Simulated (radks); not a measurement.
Values are calculated unless marked as measured or tabulated.
How relativity changes the ionisation of neutral gadolinium ([Xe] 4f7 5d1 6s2) to Gd+ ([Xe] 4f7 5d1 6s1). Spin-unpolarised spherical Kohn-Sham, PBE, point nucleus unless stated (finite: rms radius 5.1569 fm), a radial shooting solver on a logarithmic mesh with Libxc functionals. A level marked "c x" has the speed of light scaled by that factor and shares open shells by 2j + 1; other Dirac levels either fill j = l - 1/2 first or share by 2j + 1.

level,E(Gd) (hartree),E(Gd+) (hartree),IE (eV),HOMO,<r> HOMO (bohr)
non-rel.,-10823.1986,-10822.9719,6.168,5d,2.680
scalar-rel.,-11271.1198,-11270.8756,6.645,5d,2.848
"scalar-rel., finite nucleus",-11270.2583,-11270.0141,6.645,5d,2.848
"Dirac, 2j+1 shares",-11280.0946,-11279.8504,6.646,5d5/2,2.895
"Dirac, low j first",-11280.1836,-11279.9404,6.617,5d3/2,2.803
"Dirac, 2j+1 shares, finite nucleus",-11279.2279,-11278.9837,6.645,5d5/2,2.894
"Dirac, c x 0.75",-11724.6230,-11724.3587,7.192,5d5/2,3.107
"Dirac, c x 0.85",-11487.3863,-11487.1331,6.890,5d5/2,2.994
"Dirac, c x 1.25",-11103.4385,-11103.2014,6.452,5d5/2,2.811

NIST Atomic Spectra Database: 6.150 eV (measured). The relativistic part of the total energy of Gd is -456 hartree (Dirac, 2j+1 shares, finite nucleus), 4.2 % of the non-relativistic value. Spin polarisation and multiplet splitting of open shells are left out at every level.

Beside tabulated values, note that relativity, absent from the non-relativistic runs, is large for the heavy elements, and spin-unpolarised runs miss the spin-polarisation part of the exchange energy of open shells.
